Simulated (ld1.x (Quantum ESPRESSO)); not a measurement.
germanium (Ge): one change to a TM potential, before and after

Ge (Z = 32), norm-conserving Troullier–Martins (Kleinman–Bylander form), made with ld1.x (Quantum ESPRESSO) 7.5 (LDA (PZ), scalar-relativistic). Core [Ar] 3d10, reference 4s1.5 4p2.5. Waves: 4s (bound): rc 1.45 bohr; 4p (bound): rc 2.25 bohr. Local part: the p channel. Core correction: a·sin(br)/r model core inside 1.50 bohr.

All-electron outer shells of the reference configuration (LDA (PZ), scalar-relativistic, ld1.x):

```
shell  level (eV)  outermost node (bohr)  outermost maximum (bohr)
   3p     -116.28                   0.23                      0.54
   3d      -30.43                      –                      0.50
   4s      -12.45                   0.77                      1.73
   4p       -4.40                   0.82                      2.16
```

Change: all radii but the core radius scaled by about 0.85 (s 1.24, p 1.92 bohr).

Cutoffs: the cutoffs (Ry, on a coarse ladder) from which the occupation-weighted sum of valence levels, in a spherical-Bessel basis at the reference potential, stays within 10 and 1 mRy of its value at 400 Ry; they do not see the model core or the augmentation charge, which bear on the density cutoff. Errors are all-electron minus pseudo energies relative to the spin-unpolarised reference configuration.

**Question.** How do hardness, ghosts and transferability respond?

**Answer.** The potential gets harder (30 Ry and 70 Ry → 50 Ry and 140 Ry); a bound ghost appears in s, which as a rule spoils a file; of the 9 tests that both files solve, the error grows in 5 and shrinks in 0 by more than 15 % and 0.3 meV (median size 8.4 → 9.9 meV). A smaller radius makes the pseudo-wave follow the all-electron one further in, where it bends more sharply, so more plane waves are needed. That the errors move this way runs against the usual rule that smaller radii transfer better.

| quantity | base | changed |
| --- | --- | --- |
| cutoff, loose | 30 Ry | 50 Ry |
| cutoff, tight | 70 Ry | 140 Ry |
| loose cutoff by channel (10 mRy a level) | s 30 Ry, p 6 Ry | s 50 Ry, p 6 Ry |
| bound ghosts | none | s |
| error for 4s2 4p2, meV [ΔE -3.99 eV] | -1.8 | -2.9 |
| error for 4s2 4p1, meV [ΔE 3.65 eV] | -2.5 | -3.7 |
| error for 4s2 4p0, meV [ΔE 19.37 eV] | -37 | -35 |
| error for 4s0 4p4, meV [ΔE 12.37 eV] | -17 | -28 |
| error for 4s1 4p3, meV [ΔE 4.06 eV] | -2.3 | -3.3 |
| error for 4s1 4p0, meV [ΔE 54.58 eV] | -227 | -214 |
| error for 4s1 4p2, meV [ΔE 12.43 eV] | -13 | -14 |
| error for 4s1.5 4p2.5 (spin-polarised), meV [ΔE -1.35 eV] | +8.4 | +9.9 |
| error for 4s2 4p2 (spin-polarised), meV [ΔE -4.55 eV] | -0.2 | 0.0 |

 A true bound ghost makes a file unfit for plane-wave use even where its test errors are small: the radial tests pick states by their node count and pass the ghost by.
